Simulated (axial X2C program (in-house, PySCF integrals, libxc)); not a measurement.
**MoI: cheaper levels and CCSD(T), with spin–orbit coupling**

Computed with an axial X2C code built on PySCF integrals. Two-component (2c) means X2C with spin–orbit coupling and atomic mean-field two-electron Coulomb and Gaunt terms. Basis: I dyall-cv3z [11s12p8d4f1g], Mo dyall-cv3z [11s12p9d5f3g] (cores contracted in-house); Gaussian nuclei, density fitting, unrestricted open shells. Masses: I 126.904 u, Mo 97.905 u.

State: Ω = 5/2 (⟨Sz⟩ = 2.50, ⟨Lz⟩ = 0.00 at HF); fragments I + Mo.

| level | Re (Å) | ωe (cm⁻¹) | De (eV) |
| --- | --- | --- | --- |
| PBE0 | 2.638 | 210.8 | 2.57 |
| HF | 2.771 | 181.7 | 1.43 |
| MP2 | 2.626 | 220.0 | 2.50 |
| CCSD | 2.661 | 210.0 | 2.34 |
| B3LYP | 2.658 | 205.7 | 2.52 |
| r2SCAN0 | 2.642 | 211.5 | n/a |
| BP86 | 2.626 | 213.0 | 2.67 |

Correlated methods: 21 electrons correlated (number of frozen shells: I 4 s, 3 p, 2 d; Mo 3 s, 2 p, 1 d), 341 virtual spin orbitals or spinors in MP2, 140 natural virtuals in coupled cluster.

CCSD(T), same Hamiltonian and basis:

Re = 2.648 Å, ωe = 213.9 cm⁻¹, De = 2.44 eV; T1 = 0.017 (Lee–Taylor normalisation).

Q: Give the differences from CCSD(T) in the columns below.

A: 

```tsv
level	ΔRe (Å)	Δωe (cm⁻¹)	ΔDe (eV)
PBE0	-0.010	-3.1	0.13
HF	0.123	-32.2	-1.01
MP2	-0.022	6.1	0.06
CCSD	0.013	-3.9	-0.10
B3LYP	0.010	-8.2	0.08
r2SCAN0	-0.006	-2.4	n/a
BP86	-0.022	-0.9	0.23
```

Occupations by symmetry block were frozen at the best pattern of an incomplete PBE0 search. De is counted from the lowest determinant-based energies of the atoms at the same level, without counterpoise correction. De is not given where an atomic determinant may have missed its ground term or J level, or where the truncated virtual space spoils (T). Density functionals use the spin component along the axis (collinear). Coupled cluster ran in a truncated set of natural virtual spinors; the MP2 energy of the rest was added. (T) has no such correction and the atoms are truncated less, which lowers De at CCSD(T) by a hundredth of an eV or more. The functionals have no current-density term, which raises determinants with orbital currents, atoms included. With several unpaired electrons one determinant need not be a pure state. Some points did not converge and are left out. This is the top spin component of a Σ state; components of lower Ω are not single determinants and can lie lower. The stretched end of a curve changes character and is left out.
